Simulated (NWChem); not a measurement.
System: CH3FSn, singlet; SMILES [CH3][Sn][F]

The following NWChem deck was run.

```
start job
memory heap 200 mb stack 900 mb global 1100 mb
geometry units angstroms
  Sn     0.020550    -0.014347     0.332549
  F     -0.533664    -1.300035    -1.181616
  C      0.495310     1.699123    -1.078725
  H      0.561643     2.679308    -0.599425
  H     -0.272622     1.752992    -1.854768
  H      1.447408     1.514547    -1.585509
end
basis spherical
  * library def2-svp
end
ecp
  Sn library def2-ecp
end
dft
  xc pbe0
  iterations 150
end
driver
  maxiter 120
end
task dft optimize
dft
  grid fine
  convergence energy 1d-8 density 1d-7
end
task dft freq numerical
```

Output (shortened):

```
             Northwest Computational Chemistry Package (NWChem) 7.3.0
             --------------------------------------------------------

 C1  symmetry detected

                             Geometry "geometry" -> ""
                             -------------------------

 Output coordinates in angstroms (scale by  1.889725989 to convert to a.u.)

  No.       Tag          Charge          X              Y              Z
 ---- ---------------- ---------- -------------- -------------- --------------
    1 Sn                  50.0000     0.40151280     0.05307542    -0.00015053
    2 F                    9.0000    -1.08085001     1.48675703    -0.00018237
    3 C                    6.0000    -1.05797515    -1.68559197    -0.00133719
    4 H                    1.0000    -0.62239445    -2.64608039    -0.28877873
    5 H                    1.0000    -1.88054179    -1.46794738    -0.68754351
    6 H                    1.0000    -1.49720287    -1.80700488     0.99351297

 Effective nuclear repulsion energy (a.u.)     235.8611621284

                                Z-matrix (autoz)
                                --------

 Units are Angstrom for bonds and degrees for angles

      Type          Name      I     J     K     L     M      Value
      ----------- --------  ----- ----- ----- ----- ----- ----------
    1 Stretch                  1     2                       2.06224
    2 Stretch                  1     3                       2.27004
    3 Stretch                  3     4                       1.09311
    4 Stretch                  3     5                       1.09310
    5 Stretch                  3     6                       1.09425
    6 Bend                     1     3     4               114.64130
    7 Bend                     1     3     5               109.36849
    8 Bend                     1     3     6               110.03406
    9 Bend                     2     1     3                94.03250
   10 Bend                     4     3     5               108.04324
   11 Bend                     4     3     6               107.54916
   12 Bend                     5     3     6               106.90435
   13 Torsion                  2     1     3     4         163.19515
   14 Torsion                  2     1     3     5          41.69762
   15 Torsion                  2     1     3     6         -75.44816

                           NWChem Geometry Optimization
                           ----------------------------

 maximum gradient threshold         (gmax) =   0.000450
 rms gradient threshold             (grms) =   0.000300
 maximum cartesian step threshold   (xmax) =   0.001800
 rms cartesian step threshold       (xrms) =   0.001200
 fixed trust radius                (trust) =   0.300000
 source of zmatrix                         =   autoz

          -------------------
          Energy Minimization
          -------------------

 Using diagonal initial Hessian
 Scaling for Hessian diagonals: bonds = 1.00  angles = 0.25  torsions = 0.10

          --------
          Step   0

                                 NWChem DFT Module
                                 -----------------

 Summary of "ao basis" -> "ao basis" (spherical)
 ------------------------------------------------------------------------------
       Tag                 Description            Shells   Functions and Types
 ---------------- ------------------------------  ------  ---------------------
 Sn                         def2-svp                10       26   4s4p2d
 F                          def2-svp                 6       14   3s2p1d
 C                          def2-svp                 6       14   3s2p1d
 H                          def2-svp                 3        5   2s1p

            General Information
            -------------------
          SCF calculation type: DFT
          Wavefunction type:  closed shell.
          No. of atoms     :     6
          No. of electrons :    40
           Alpha electrons :    20
            Beta electrons :    20
          Charge           :     0
          Spin multiplicity:     1
          Use of symmetry is: off; symmetry adaption is: off
          Maximum number of iterations: 150
          AO basis - number of functions:    69
                     number of shells:    31
          Convergence on energy requested:  1.00D-06
          Convergence on density requested:  1.00D-05
          Convergence on gradient requested:  5.00D-04

              XC Information
              --------------
                         PBE0 Method XC Functional
                     Hartree-Fock (Exact) Exchange  0.250
          PerdewBurkeErnzerhof Exchange Functional  0.750
            Perdew 1991 LDA Correlation Functional  1.000 local
           PerdewBurkeErnz. Correlation Functional  1.000 non-local

             Grid Information
             ----------------
          Grid used for XC integration:  medium
          Radial quadrature: Mura-Knowles
          Angular quadrature: Lebedev.
          Tag              B.-S. Rad. Rad. Pts. Rad. Cut. Ang. Pts.
          ---              ---------- --------- --------- ---------
          Sn                  1.45      123           9.0       590
          F                   0.50       49          11.0       434
          C                   0.70       49           9.0       434
          H                   0.35       45          10.0       434
          Grid pruning is: on
          Number of quadrature shells:   356
          Spatial weights used:  Erf1

      Superposition of Atomic Density Guess
      -------------------------------------

 Sum of atomic energies:        -387.51090193

      Non-variational initial energy
      ------------------------------

 Total energy =    -352.107128
 1-e energy   =    -798.842772
 2-e energy   =     330.270809
 HOMO         =      -0.247819
 LUMO         =      -0.055789

   convergence    iter        energy       DeltaE   RMS-Dens  Diis-err
 ---------------- ----- ----------------- --------- --------- ---------
 d= 0,ls=0.0,diis     1   -353.7174685111 -4.70D+02  3.19D-02  7.08D-01
 d= 0,ls=0.0,diis     2   -352.7934169641  9.24D-01  2.21D-02  9.81D+00
 d= 0,ls=0.0,diis     3   -353.8112049718 -1.02D+00  4.04D-03  4.40D-02
 d= 0,ls=0.0,diis     4   -353.8133992019 -2.19D-03  1.77D-03  3.41D-02
 d= 0,ls=0.0,diis     5   -353.8180686376 -4.67D-03  2.07D-04  2.21D-04
  Resetting Diis
 d= 0,ls=0.0,diis     6   -353.8180994443 -3.08D-05  4.81D-05  7.83D-06
 d= 0,ls=0.0,diis     7   -353.8181005741 -1.13D-06  1.91D-05  6.24D-07
 d= 0,ls=0.0,diis     8   -353.8181004812  9.29D-08  1.07D-05  1.68D-06
 d= 0,ls=0.0,diis     9   -353.8181006394 -1.58D-07  2.02D-06  3.27D-08

         Total DFT energy =     -353.818100639410
      One electron energy =     -801.570875291413
           Coulomb energy =      366.205669446472
    Exchange-Corr. energy =      -34.917730782373
 Nuclear repulsion energy =      116.464835987905

 Numeric. integr. density =       39.999995065365

                       DFT Final Molecular Orbital Analysis
                       ------------------------------------

 Vector   18  Occ=2.000000D+00  E=-3.457566D-01
              MO Center= -1.0D+00,  1.4D+00, -1.2D-03, r^2= 7.9D-01
   Bfn.  Coefficient  Atom+Function         Bfn.  Coefficient  Atom+Function
  ----- ------------  ---------------      ----- ------------  ---------------
    32      0.633241  2 F  pz                35     -0.461061  2 F  pz
    16     -0.101407  1 Sn pz                13     -0.100161  1 Sn pz
    46      0.049011  3 C  pz                18      0.044288  1 Sn d -1
    25     -0.042358  1 Sn d  1              20      0.040639  1 Sn d  1
    23     -0.040588  1 Sn d -1              65      0.040278  6 H  s

 Vector   19  Occ=2.000000D+00  E=-3.399769D-01
              MO Center= -7.3D-01,  9.9D-01, -5.5D-03, r^2= 2.3D+00
   Bfn.  Coefficient  Atom+Function         Bfn.  Coefficient  Atom+Function
  ----- ------------  ---------------      ----- ------------  ---------------
    31      0.578512  2 F  py                34     -0.417855  2 F  py
     3     -0.239452  1 Sn s                 11     -0.150953  1 Sn px
     4     -0.139425  1 Sn s                 45     -0.129952  3 C  py
    12      0.127390  1 Sn py                 2      0.103356  1 Sn s
    55      0.097814  4 H  s                  1      0.087986  1 Sn s

[...]

      ----------------------
      Optimization converged
      ----------------------

  Step       Energy      Delta E   Gmax     Grms     Xrms     Xmax
  ---- ---------------- -------- -------- -------- -------- --------
@   25    -353.82299625 -1.6D-08  0.00001  0.00000  0.00064  0.00139
                                     ok       ok       ok       ok

                                Z-matrix (autoz)
                                --------

 Units are Angstrom for bonds and degrees for angles

      Type          Name      I     J     K     L     M      Value     Gradient
      ----------- --------  ----- ----- ----- ----- ----- ---------- ----------
    1 Stretch                  1     2                       1.96598   -0.00001
    2 Stretch                  1     3                       2.19593    0.00000
    3 Stretch                  3     4                       1.10314    0.00000
    4 Stretch                  3     5                       1.10026   -0.00000
    5 Stretch                  3     6                       1.10334   -0.00000
    6 Bend                     1     3     4               110.83258    0.00000
    7 Bend                     1     3     5               109.16265   -0.00000
    8 Bend                     1     3     6               110.58826   -0.00000
    9 Bend                     2     1     3                93.89982    0.00000
   10 Bend                     4     3     5               109.43944    0.00000
   11 Bend                     4     3     6               107.49176   -0.00000
   12 Bend                     5     3     6               109.29527    0.00000
   13 Torsion                  2     1     3     4         122.01433   -0.00000
   14 Torsion                  2     1     3     5           1.40313   -0.00000
   15 Torsion                  2     1     3     6        -118.87674   -0.00000

                         Geometry "geometry" -> "geometry"
                         ---------------------------------

 Output coordinates in angstroms (scale by  1.889725989 to convert to a.u.)

  No.       Tag          Charge          X              Y              Z
 ---- ---------------- ---------- -------------- -------------- --------------
    1 Sn                  50.0000     0.27106855     0.05439839     0.35988032
    2 F                    9.0000    -0.96132082     1.35188222    -0.45427371
    3 C                    6.0000    -1.08602316    -1.64646780     0.06416022
    4 H                    1.0000    -0.60308984    -2.43332495    -0.53961679
    5 H                    1.0000    -1.99534850    -1.29815663    -0.44806552
    6 H                    1.0000    -1.36273769    -2.09512340     1.03343613

 Effective nuclear repulsion energy (a.u.)     245.1091637173

                Final and change from initial internal coordinates
                --------------------------------------------------

                                Z-matrix (autoz)
                                --------

 Units are Angstrom for bonds and degrees for angles

      Type          Name      I     J     K     L     M      Value       Change
      ----------- --------  ----- ----- ----- ----- ----- ---------- ----------
    1 Stretch                  1     2                       1.96598   -0.09626
    2 Stretch                  1     3                       2.19593   -0.07411
    3 Stretch                  3     4                       1.10314    0.01003
    4 Stretch                  3     5                       1.10026    0.00716
    5 Stretch                  3     6                       1.10334    0.00909
    6 Bend                     1     3     4               110.83258   -3.80872
    7 Bend                     1     3     5               109.16265   -0.20584
    8 Bend                     1     3     6               110.58826    0.55420
    9 Bend                     2     1     3                93.89982   -0.13268
   10 Bend                     4     3     5               109.43944    1.39620
   11 Bend                     4     3     6               107.49176   -0.05739
   12 Bend                     5     3     6               109.29527    2.39092
   13 Torsion                  2     1     3     4         122.01433  -41.18082
   14 Torsion                  2     1     3     5           1.40313  -40.29449
   15 Torsion                  2     1     3     6        -118.87674  -43.42857

[...]

 Rotational Constants
 --------------------
 A=   0.295213 cm-1  (  0.424736 K)
 B=   0.202174 cm-1  (  0.290877 K)
 C=   0.122784 cm-1  (  0.176655 K)

 Temperature                      =   298.15K
 frequency scaling parameter      =   1.0000

 Zero-Point correction to Energy  =   22.636 kcal/mol  (  0.036072 au)
 Thermal correction to Energy     =   25.828 kcal/mol  (  0.041160 au)
 Thermal correction to Enthalpy   =   26.420 kcal/mol  (  0.042104 au)

 Total Entropy                    =   77.178 cal/mol-K
   - Translational                =   40.946 cal/mol-K (mol. weight = 151.9237)
   - Rotational                   =   24.891 cal/mol-K (symmetry #  =        1)
   - Vibrational                  =   11.341 cal/mol-K

 Cv (constant volume heat capacity) =   14.606 cal/mol-K
   - Translational                  =    2.979 cal/mol-K
   - Rotational                     =    2.979 cal/mol-K
   - Vibrational                    =    8.647 cal/mol-K

[normal modes left out]

 ----------------------------------------------------------------------------
 Normal Eigenvalue ||           Projected Infra Red Intensities
  Mode   [cm**-1]  || [atomic units] [(debye/angs)**2] [(KM/mol)] [arbitrary]
 ------ ---------- || -------------- ----------------- ---------- -----------
    1       -0.000 ||    0.000341           0.008         0.332       0.299
    2       -0.000 ||    0.000054           0.001         0.052       0.047
    3        0.000 ||    0.000468           0.011         0.456       0.411
    4        0.000 ||    0.002250           0.052         2.193       1.973
    5        0.000 ||    0.002603           0.060         2.538       2.283
    6        0.000 ||    0.000961           0.022         0.937       0.843
    7       18.464 ||    0.000045           0.001         0.044       0.039
    8      170.453 ||    0.006966           0.161         6.791       6.110
    9      481.180 ||    0.052125           1.203        50.814      45.714
   10      561.622 ||    0.000094           0.002         0.092       0.083
   11      598.411 ||    0.062644           1.445        61.068      54.939
   12      657.117 ||    0.028324           0.653        27.611      24.840
   13     1165.696 ||    0.010081           0.233         9.828       8.841
   14     1409.286 ||    0.008188           0.189         7.982       7.181
   15     1417.605 ||    0.016970           0.392        16.543      14.883
   16     3039.727 ||    0.004547           0.105         4.433       3.988
   17     3143.026 ||    0.006898           0.159         6.724       6.049
   18     3178.940 ||    0.001684           0.039         1.642       1.477
 ----------------------------------------------------------------------------
```

Level: PBE0/def2-SVP with def2 effective core potentials on Sn. Low-valent species are run as closed-shell singlets; no triplet was tried in these runs. def2 effective core potentials on Sn; no spin-orbit coupling.
